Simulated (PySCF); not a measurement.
Stretching AsP⁺

Set-up: basis As x2c-SVPall, P x2c-SVPall; spin-free X2C with a Gaussian nucleus; PySCF 2.14. Energies in eV from As⁺ + P in their ground configurations at the same level. State: ²Π (doublet), unpaired electrons π ↑.

```tsv
R (Å)	UHF-SCS-MP2	UHF-CCSD
1.793	-1.527	
1.877	-2.472	-2.368
1.960	-3.048	-2.915
2.022	-3.267	-3.123
2.085	-3.358	-3.201
2.147	-3.344	-3.179
2.231	-3.106	-3.038
2.335	-2.623	-2.745
2.460	-2.027	-2.299
2.627	-1.117
```

Problem. Put a parabola through the three lowest points of the UHF-CCSD curve and estimate Re, k and ωe (reduced mass 21.91 u; 1 eV/Å² = 0.16022 mdyn/Å; ωe = 1302.8·√(k/μ) cm⁻¹).

Solution. Through R = 2.022, 2.085, 2.147 Å the second-order coefficient is 12.7 eV/Å², so Re ≈ 2.102 Å, k ≈ 4.08 mdyn/Å and ωe ≈ 562 cm⁻¹. A polynomial fit of higher order to the unrounded UHF-CCSD energies gives Re = 2.100 Å, k = 3.77 mdyn/Å, ωe = 540 cm⁻¹; anharmonicity and rounding make the difference.

The higher-order fit for each curve: UHF-CCSD: Re = 2.100 Å, ωe = 540 cm⁻¹, De = 3.20 eV. UHF-SCS-MP2 gives no reliable minimum on this grid.

Correlated steps freeze 14 core orbitals. Correlated levels converge slowly with the basis: in double zeta they bind strong bonds too weakly, by up to about 1 eV, and carry superposition errors of some tenths. Spin–orbit coupling is left out. For an ion De counts to the pair picked by the measured ionisation energies or electron affinities, which need not be the lowest pair at this level. The state is the lowest determinant that a PBE0 search found; another state may lie lower at other levels.
